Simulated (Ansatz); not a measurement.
Ansatz (a quantum-chemistry and plane-wave program) input (CCSD(T,core; 1s of Na to Cl frozen)/cc-pwCVTZ):
A basis named .json is the Basis Set Exchange file of that set.

Ansatz 0.2 input:
```yaml
crystal:
  periodic: [false, false, false]
  atoms:
    - {symbol: Si, position_ang: [-0.90678580, -0.15589488, -0.54735394]}
    - {symbol: C, position_ang: [-1.24012468, 1.65484324, -0.60681998]}
    - {symbol: C, position_ang: [-1.87821877, -0.96121358, 0.82764764]}
    - {symbol: O, position_ang: [0.70611565, -0.41628373, -0.34355321]}
    - {symbol: Si, position_ang: [2.04319997, 0.03871930, 0.47879870]}
    - {symbol: H, position_ang: [-1.26300999, -0.78668507, -1.84307801]}
    - {symbol: H, position_ang: [-0.52983755, 2.36976331, -1.00891899]}
    - {symbol: H, position_ang: [-2.17978944, 2.09245563, -0.28629291]}
    - {symbol: H, position_ang: [-1.68779276, -2.03576791, 0.85792542]}
    - {symbol: H, position_ang: [-1.61181226, -0.53991862, 1.79920845]}
    - {symbol: H, position_ang: [-2.95056937, -0.81323020, 0.67769162]}
    - {symbol: H, position_ang: [3.16875662, -0.82234958, 0.05673799]}
    - {symbol: H, position_ang: [1.83235107, -0.11046981, 1.93936840]}
    - {symbol: H, position_ang: [2.37304096, 1.45515231, 0.19059084]}
basis:
  gaussian:
    orbitals: cc-pwCVTZ.json
magnetization: {spin_polarized: true, initial_magnetization: 1}
correlation: {method: ccsd_t, frozen_orbitals: {C: 0, H: 0, O: 0, Si: 1}}
```

End of the output:

```
integrals: 8.44 GiB planned
2122 factors; integrals over basis functions are off by at most 1.5e-3 eV
2.50 GiB of device memory are held for the factors and their scratch space
mean field: 2.59 GiB planned
mean field evaluation 1: about -19965.0925 eV, gradient 3.1e1 eV
mean field evaluation 2: about -19965.0943 eV, gradient 3.1e1 eV
mean field evaluation 4: about -19969.6725 eV, gradient 3.8e0 eV
mean field evaluation 8: about -19969.7800 eV, gradient 1.7e-1 eV
mean field evaluation 16: about -19969.7674 eV, gradient 1.1e0 eV
mean field -19969.78070648 eV, -733.8759049595 hartree, gradient 2.2e-6 eV, S^2 0.760560; 0 other end points of the search recorded, 0 dependent functions left out
2 core orbitals not correlated
reference -19969.78070648 eV, -733.8759049595 hartree; 27, 26 occupied and 344, 345 virtual orbitals, 2122 factors
second order -39.90605595 eV of doubles, -0.00000000 eV of singles
coupled cluster: 45.19 GiB planned
cycle   1  -41.01187404 eV  change    -1.1e0 eV  update   1.0e-1
cycle   2  -41.69328660 eV  change   -6.8e-1 eV  update   3.1e-2
cycle   3  -41.82604867 eV  change   -1.3e-1 eV  update   1.5e-2
cycle   4  -41.81377151 eV  change    1.2e-2 eV  update   4.2e-3
cycle   5  -41.81194226 eV  change    1.8e-3 eV  update   2.1e-3
cycle   6  -41.81311594 eV  change   -1.2e-3 eV  update   8.2e-4
cycle   7  -41.81305781 eV  change    5.8e-5 eV  update   3.7e-4
cycle   8  -41.81303283 eV  change    2.5e-5 eV  update   1.6e-4
cycle   9  -41.81309533 eV  change   -6.2e-5 eV  update   6.1e-5
perturbative correction -1.02219138 eV, -0.0375648405 hartree
Total energy: -20012.61599319 eV, -735.4500727115 hartree
```

It need not be the lowest isomer of its formula.
